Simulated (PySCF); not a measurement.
Si(H)(Et)(Vi)(OH), SMILES C=C[SiH](O)CC, GFN2-xTB optimised geometry.

```
16

Si     0.13    -0.22     0.00
O     -0.42    -1.04     1.30
C     -0.46     1.57     0.00
C     -1.28     2.10     0.90
C     -0.57    -1.17    -1.49
C     -0.13    -2.62    -1.53
H      1.60    -0.22     0.00
H     -0.29    -0.71     2.18
H     -0.11     2.21    -0.80
H     -1.67     1.52     1.72
H     -1.60     3.13     0.87
H     -0.26    -0.67    -2.41
H     -1.66    -1.13    -1.47
H     -0.44    -3.13    -0.62
H     -0.56    -3.14    -2.38
H      0.95    -2.69    -1.60
```

Density from CAM-B3LYP/def2-TZVP in PySCF 2.14.0 at that geometry.

Minimum of the electron density along straight lines between bonded atoms, close to the bond critical point (lines longer than 1.1 times the sum of covalent radii, or with two minima, are not listed):

| bond | length / Å | ρ at the minimum / e bohr⁻³ | ∇²ρ there / e bohr⁻⁵ | position (fraction from the first atom) |
|---|---|---|---|---|
| Si1–O2 | 1.631 | 0.142 | ? | 0.41 |
| Si1–C3 | 1.887 | 0.121 | 0.17 | 0.39 |
| C3–C4 | 1.324 | 0.358 | -1.11 | 0.49 |
| Si1–C5 | 1.900 | 0.123 | 0.11 | 0.39 |
| C5–C6 | 1.524 | ? | -0.59 | 0.50 |
| Si1–H7 | 1.472 | 0.126 | 0.15 | 0.49 |
| O2–H8 | 0.953 | 0.361 | ? | 0.81 |
| C3–H9 | 1.083 | 0.283 | -0.99 | 0.64 |
| C4–H10 | 1.079 | 0.289 | -1.04 | 0.64 |
| C4–H11 | 1.080 | 0.288 | -1.04 | 0.65 |
| C5–H12 | 1.091 | 0.275 | -0.92 | 0.64 |
| C5–H13 | 1.091 | 0.275 | -0.93 | 0.64 |
| C6–H14 | 1.087 | 0.282 | -0.98 | 0.64 |
| C6–H15 | 1.089 | 0.280 | -0.96 | 0.64 |
| C6–H16 | 1.088 | 0.281 | -0.97 | 0.64 |

Problem. Fill in the missing entries.

Solution. 
- Si1–O2, ∇²ρ there / e bohr⁻⁵: 0.88
- C5–C6, ρ at the minimum / e bohr⁻³: 0.243
- O2–H8, ∇²ρ there / e bohr⁻⁵: -2.48
